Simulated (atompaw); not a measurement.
# Plane-wave convergence, PAW (atompaw) potential for chlorine

```json
{
 "Element": "Cl (Z = 17)",
 "Generator": "atompaw 4.2.0.5",
 "Type": "PAW",
 "Functional": "LDA (PW92)",
 "Relativity": "scalar-relativistic",
 "Frozen core": "[Ne]",
 "Valence charge": "7",
 "Reference configuration": "3s2 3p4 (charge +1)",
 "Partial waves": "3s (bound): rc 1.35 bohr; 3s channel at -0.75 Ry: rc 1.35 bohr; 3p (bound): rc 1.35 bohr; 3p channel at 2 Ry: rc 1.35 bohr",
 "Local potential": "troulliermartins scheme with l = 2 at 0 Ry, radius 1.10 bohr",
 "Core correction": "smooth core density matched at 0.75 bohr",
 "Augmentation charge": "besselshape compensation charge, radius 1.30 bohr; PAW radius 1.35 bohr; waves and projectors: custom rrkj gramschmidtortho"
}
```

The pseudo-atom Hamiltonian at the reference potential is diagonalised in spherical Bessel functions j_l(qr) that vanish at 20 bohr, with q² up to the cutoff. All-electron valence levels (Ry): 3s -2.3565, 3p -1.4339.

Q: How do the lowest levels (Ry) of each channel move with the cutoff, and are there ghosts?

A:

```json
{"cutoff (Ry)": "8", "s #1": "-2.3442", "s #2": "-0.4084", "p #1": "-1.3273", "p #2": "-0.2391", "d #1": "-0.2194", "f #1": "-0.0447", "f #2": "0.0599", "Σ f·Δε (mRy)": "451.6"}
{"cutoff (Ry)": "12", "s #1": "-2.3479", "s #2": "-0.4090", "p #1": "-1.4044", "p #2": "-0.2493", "d #1": "-0.2365", "f #1": "-0.0447", "f #2": "0.0599", "Σ f·Δε (mRy)": "135.9"}
{"cutoff (Ry)": "15", "s #1": "-2.3512", "s #2": "-0.4097", "p #1": "-1.4237", "p #2": "-0.2519", "d #1": "-0.2440", "f #1": "-0.0447", "f #2": "0.0598", "Σ f·Δε (mRy)": "52.0"}
{"cutoff (Ry)": "21", "s #1": "-2.3558", "s #2": "-0.4108", "p #1": "-1.4312", "p #2": "-0.2530", "d #1": "-0.2598", "f #1": "-0.0447", "f #2": "0.0598", "Σ f·Δε (mRy)": "12.7"}
{"cutoff (Ry)": "30", "s #1": "-2.3562", "s #2": "-0.4110", "p #1": "-1.4333", "p #2": "-0.2532", "d #1": "-0.2721", "f #1": "-0.0447", "f #2": "0.0598", "Σ f·Δε (mRy)": "3.5"}
{"cutoff (Ry)": "40", "s #1": "-2.3564", "s #2": "-0.4110", "p #1": "-1.4338", "p #2": "-0.2532", "d #1": "-0.2834", "f #1": "-0.0447", "f #2": "0.0598", "Σ f·Δε (mRy)": "1.4"}
{"cutoff (Ry)": "45", "s #1": "-2.3565", "s #2": "-0.4110", "p #1": "-1.4339", "p #2": "-0.2532", "d #1": "-0.2864", "f #1": "-0.0447", "f #2": "0.0598", "Σ f·Δε (mRy)": "0.7"}
{"cutoff (Ry)": "55", "s #1": "-2.3566", "s #2": "-0.4110", "p #1": "-1.4340", "p #2": "-0.2532", "d #1": "-0.2924", "f #1": "-0.0447", "f #2": "0.0598", "Σ f·Δε (mRy)": "0.3"}
{"cutoff (Ry)": "400", "s #1": "-2.3566", "s #2": "-0.4110", "p #1": "-1.4340", "p #2": "-0.2532", "d #1": "-0.2999", "f #1": "-0.0447", "f #2": "0.0598", "Σ f·Δε (mRy)": "0.0"}
```

Result: no extra level below or beside the all-electron valence levels (s, p, d, f tested); 10 mRy is reached at 25 Ry and 1 mRy at 45 Ry.
